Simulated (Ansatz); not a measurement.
One change: `C[CH2][Ga]([Cl])[Cl]` becomes `C[S][Ga]([Cl])[Cl]`.

Ansatz, PBE0-D4/def2-TZVP geometries, multiplicity 1. Each molecule was computed in one conformer, which needn't be the lowest.

Scalar relativity is left out up to krypton.

```csv
property,`C[CH2][Ga]([Cl])[Cl]`
HOMO–LUMO gap (PBE0/def2-TZVPP) / eV,7.24
LUMO energy (B3LYP/def2-TZVPP) / eV,-1.43
HOMO energy (ωB97M-V/def2-TZVPP) / eV,-10.56
zero-point energy (PBE0-D4/def2-TZVP) / kJ/mol,177.3
LUMO energy (PBE/def2-TZVPP) / eV,-1.95
size of the dipole moment (B3LYP/def2-TZVPP) / D,3.02
```

Question: Give the same properties after the change, and the shifts. (An estimate is asked.)

Answer: Computed: 
| property | `C[S][Ga]([Cl])[Cl]` | shift |
| --- | --- | --- |
| HOMO–LUMO gap (PBE0/def2-TZVPP) / eV | 6.31 | -0.93 |
| LUMO energy (B3LYP/def2-TZVPP) / eV | -1.68 | -0.25 |
| HOMO energy (ωB97M-V/def2-TZVPP) / eV | -9.86 | 0.70 |
| zero-point energy (PBE0-D4/def2-TZVP) / kJ/mol | 109.9 | -67.4 |
| LUMO energy (PBE/def2-TZVPP) / eV | -2.29 | -0.34 |
| size of the dipole moment (B3LYP/def2-TZVPP) / D | 2.45 | -0.57 |

With PBE0 the HOMO rises by 0.72 eV and the LUMO falls by 0.21 eV, so the gap narrows by about 0.93 eV. PBE moves the HOMO by 0.67 eV and ωB97M-V by 0.70 eV. The zero-point energy changes by -67.4 kJ/mol with -6 modes. Dipoles are sizes alone; their direction can turn.

B3LYP here is the variant with VWN-RPA as its local correlation; programs differ in this.
